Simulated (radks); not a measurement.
The numbers below are computed, except where a source is named.
Task: The mean radii <r> (bohr) of the occupied orbitals of an atom or ion are listed with their occupations. Code: a radial shooting solver on a logarithmic mesh with Libxc functionals. Model: Dirac Kohn-Sham, BLYP, spin-unpolarised, spherical densities, point nucleus.

| orbital | occ. | <r> |
|---|---|---|
| 1s1/2 | 2 | 0.02073 |
| 2s1/2 | 2 | 0.08752 |
| 2p1/2 | 2 | 0.07289 |
| 2p3/2 | 4 | 0.08006 |
| 3s1/2 | 2 | 0.2294 |
| 3p1/2 | 2 | 0.2191 |
| 3p3/2 | 4 | 0.2327 |
| 3d3/2 | 4 | 0.2053 |
| 3d5/2 | 6 | 0.2095 |
| 4s1/2 | 2 | 0.5188 |
| 4p1/2 | 2 | 0.5286 |
| 4p3/2 | 4 | 0.5597 |
| 4d3/2 | 4 | 0.5903 |
| 4d5/2 | 6 | 0.6014 |
| 5s1/2 | 2 | 1.277 |
| 5p1/2 | 2 | 1.441 |
| 5p3/2 | 4 | 1.548 |
| 4f5/2 | 6 | 0.8364 |
| 4f7/2 | 5 | 0.8558 |
| 7s1/2 | 1 | 7.529 |

Name the element and its charge. Open shells, if any, fill j = l - 1/2 first.

Result: Z = 67, holmium, charge +1: Ho+ in [Xe] 4f11 7s1. The 1s radius gives Z: for a bare nucleus <r> = (2 gamma + 1)/(2Z) with gamma = sqrt(1 - (Z/c)^2), 0.02048 bohr for Z = 67, and screening makes it slightly larger (0.02073 here). The occupations add up to 66, and the charge is Z minus that.
